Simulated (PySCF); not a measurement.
**How methods differ on the excitation energy of Zn⁺**

Zn⁺ [Ar] 3d10 4s1 (2S) → Zn⁺ [Ar] 3d9 4s1 5s1 (4D), as a difference of total energies. All numbers are calculated (PySCF 2.14, scalar relativity by spin-free X2C-1e, in aug-cc-pVTZ-DK). Correlated levels: valence: [Ar] frozen. The calculations carry no spin-orbit coupling.

```csv
method,excitation energy (eV)
UHF,17.517
MP2 (valence),20.487
SCS-MP2 (valence),20.227
CCSD (valence),19.733
CCSD(T) (valence),19.890
```

Question: How much does correlation contribute at CCSD(T) (valence)?

Answer: 19.890 − (17.517) = 2.373 eV, measured against UHF.

The upper state lies above the first ionisation limit, but in LS coupling its spin forbids autoionisation to the ground ion. A Rydberg-like electron needs more diffuse functions than a valence basis has.

The promoted electron is Rydberg-like, and one or two diffuse shells describe it only roughly, which tends to raise the upper state.
